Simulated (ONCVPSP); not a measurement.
# O, ONCV: configuration errors across variants

```json
{
 "Element": "oxygen (O)",
 "Generator": "ONCVPSP 4.0.1",
 "Type": "optimised norm-conserving Vanderbilt (ONCV)",
 "Functional": "LDA (Perdew-Wang 92)",
 "Relativity": "scalar-relativistic",
 "Frozen core": "[He]",
 "Valence charge": "6",
 "Reference configuration": "2s2 2p3 (charge +1)",
 "Partial waves": "2s: rc 0.60 bohr, ncon 4, nbas 7, qcut 10.1 1/bohr, 3 projectors, debl 3.2 Ha; 2p: rc 0.95 bohr, ncon 4, nbas 8, qcut 6.9 1/bohr, 1 projector; d scattering state at 0.03 Ha: rc 1.00 bohr, ncon 4, nbas 8, qcut 9.9 1/bohr, 3 projectors, debl 1.7 Ha",
 "Local potential": "polynomial inside 0.45 bohr (lpopt 1, dvloc0 2 Ha)",
 "Core correction": "polynomial model core, fcfact 0.55"
}
```

All-electron excitation energies from the reference (eV): (1) 2s2 2p4 -16.585; (2) 2s2 2p2 33.713; (3) 2s2 2p1 87.684; (4) 2s1 2p4 14.839.

2 further variants failed, have other tests or another functional or relativity, and are left out.

A true bound ghost makes a file unfit for plane-wave use even where its test errors are small: the radial tests pick states by their node count and pass the ghost by.

Errors AE − PS in meV (a dash: test not solved or not reliable):

| change | (1) | (2) | (3) | (4) | bound ghosts | GHOST(+) flags above zero |
| --- | --- | --- | --- | --- | --- | --- |
| base | +5.3 | +24 | +189 | +23 | s | s, d |
| d: rc 1.06 | +5.3 | +24 | +189 | +23 | s | s |
| p: rc 1.16 | +12 | +56 | +405 | +28 | s | s, d |
| local potential polynomial inside 0.45 bohr (lpopt 1, dvloc0 -2.5 Ha) | +5.3 | +24 | +189 | +23 | s | s, d |
| s: nproj 1 | +6.8 | +29 | +223 | +23 | none | d |
| s: qcut 9.7 | +5.3 | +24 | +189 | +23 | s | s, d |
| local potential polynomial inside 0.45 bohr (lpopt 3, dvloc0 0 Ha) | +5.3 | +24 | +189 | +23 | s | s, d |
| core correction polynomial model core, fcfact 1.08 | +5.3 | +24 | +189 | +23 | s | s, d |

Problem. Give the same row for: p: nbas 9.

Solution. +5.8, +27, +208, +23; bound ghosts: s; GHOST(+) flags above zero: s, d.
